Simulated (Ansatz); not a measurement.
The molecule SeS+, multiplicity 4 (an upper state: multiplicity 2 came lower at CCSD(T)/def2-TZVPP on PBE0 minima). No spin–orbit coupling. Se is treated without relativity.

Constants: fifth-degree fit in 1/R to seven points, most abundant isotopes. In def2 and cc sets the state is the lowest found near the PBE0 minimum, followed along R.

The values were computed with Ansatz (a quantum-chemistry and plane-wave program). Each number belongs to the level named beside it.

| level | r_e (Å) | ω_e (cm⁻¹) | B_e (cm⁻¹) | ω_e x_e (cm⁻¹) |
|---|---|---|---|---|
| PBE/def2-TZVPP | 2.210 | 433 | 0.151 | 1.4 |
| PBE0/def2-TZVPP | 2.175 | 469 | 0.156 | 1.4 |
| wB97X-V/def2-TZVPP | 2.158 | 493 | 0.158 | 1.3 |
| CCSD/def2-TZVPP | 2.178 | 469 | 0.156 | 1.6 |
| CCSD(T)/def2-TZVPP | 2.193 | 453 | 0.154 | 1.4 |

Correlated levels freeze the inner cores; with def2 sets outer-core shells near the valence are correlated too.
